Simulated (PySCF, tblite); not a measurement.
C₈H₆ClFOS.
SMILES with atom numbers: `[CH3:1][S:2][c:3]1[cH:4][cH:5][c:6]([C:7](=[O:8])[Cl:9])[cH:10][c:11]1[F:12]` (hydrogens: H13, H14, H15 on C1; H16 on C4; H17 on C5; H18 on C10)

Jobs on this species (18 atoms, 104 electrons) with PySCF (density fitting) and tblite. Hardware of each: an Arm Neoverse V2 with one thread (shared host). The host was shared with other jobs, so the times are rough.

| level and settings | work | basis functions | SCF cycles | wall time |
| --- | --- | --- | --- | --- |
| GFN2-xTB | Hessian by finite differences | – | – | 0.81 s |
| PBE0/pcSseg-1 | shieldings, ring-centre shieldings, charges and field gradients | 248 | ? | ? |
| GFN2-xTB | L-BFGS relaxation | – | – | 0.88 s |

Problem. Fill in the missing figures.

Solution. 
- PBE0/pcSseg-1; shieldings, ring-centre shieldings, charges and field gradients: 56 s, 15 SCF cycles

Problem. What do all jobs in the table cost together?

Solution. About 58 s; the longest takes about 97 % of that, and about 69 times as long as the shortest.
